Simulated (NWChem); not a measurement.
System: Si₂H₅O₂Cl; SMILES O[SiH](O)[SiH2]Cl

```xyz
10

O      1.4140     1.4462     0.5786
Si    -0.2158     1.4110     0.2600
O     -0.6112     1.8200    -1.3023
Si    -0.8570    -0.8362     0.4654
Cl     0.8804    -1.8497    -0.1361
H      1.8947     0.6668     0.2719
H     -0.8267     2.3613     1.2301
H     -0.4155     2.7199    -1.5837
H     -1.9803    -1.2832    -0.4063
H     -1.1421    -1.2452     1.8726
```
Atoms are numbered in this order, from 1.

Level: PBE0/def2-SVP (NWChem), optimised geometry, unscaled harmonic frequencies. 

```tsv
frequency (cm⁻¹)	IR intensity (km/mol)
43	0.5
99	3.6
146	2.1
233	53.2
271	26.1
352	80.7
399	106.1
436	55.7
485	34.0
532	40.0
673	6.9
721	155.1
789	122.4
808	163.7
851	34.5
889	175.2
916	263.4
940	79.0
963	89.1
2235	72.2
2253	109.5
2254	134.1
3866	95.2
3911	110.0
```

- zero-point energy = 35.8 kcal/mol
- thermal correction to the enthalpy at 298.15 K (with zero-point energy) = 41.5 kcal/mol
- heat capacity Cv = 27.6 cal/(mol K)
- entropy at 298.15 K and 1 atm (symmetry number 1) = 89.4 cal/(mol K)
- dipole moment = 1.46 D

Rigid rotor and harmonic oscillator; modes under 100 cm⁻¹ make the entropy uncertain.
